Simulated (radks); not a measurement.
Results of a calculation; reference values are marked as such.
Problem. Species: Ne3+. Configuration: [He] 2s2 2p3. Level of theory: non-relativistic Kohn-Sham, r2SCAN, spin-polarised, spherical densities, point nucleus; open shells are filled with parallel spins first; meta-GGA in the generalised Kohn-Sham scheme (a radial shooting solver on a logarithmic mesh with Libxc functionals). Some entries of the table are withheld. Estimate them.

orbital  occ.  eigenvalue (Ry)  r(max) (bohr)  <r> (bohr)
1s up       1        -67.73663            (1)      0.1583
1s down     1        -67.39142            (2)      0.1573
2s up       1              (3)         0.6416      0.7860
2s down     1              (4)         0.6573      0.8145
2p up       3         -6.26878         0.5562      0.7415
2p down     0         -5.38463         0.5839      0.7857

Solution. 
(1) 1s up r(max) (bohr): 0.1030
(2) 1s down r(max) (bohr): 0.1028
(3) 2s up eigenvalue (Ry): -8.01331
(4) 2s down eigenvalue (Ry): -7.20396
